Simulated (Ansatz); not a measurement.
Basis-set extrapolation for C$_{2}$H$_{5}$FSSi, SMILES `C[Si]1(F)CS1` (PBE0-D4/def2-TZVP geometry, frozen core, Ansatz 0.2.0). Multiplicity 1, RHF reference.

```csv
,def2-TZVPP,def2-QZVPP
HF,-864.732258,-864.760844
MP2 correlation,-0.881294,-0.952609
CCSD(T) correlation,-0.959321,not run
```

Energies in hartree. Use E(X) = E(∞) + A·exp(−7.88·√X) for Hartree–Fock and E(X) = E(∞) + B·X^(−2.97) for correlation, with X = 3 and 4, and add CCSD(T) minus MP2 of the smaller set to the MP2 limit.

**Question.** What is the CCSD(T) energy at the basis-set limit?

**Answer.** HF limit: -864.760844 + (-0.028586) × 0.13774 = -864.76478. MP2 limit: -0.952609 + (-0.071315) × 0.74074 = -1.00543. Higher-order term: -0.959321 − (-0.881294) = -0.07803. Total: -865.84824 hartree, 411.3 kJ/mol below CCSD(T)/def2-TZVPP.
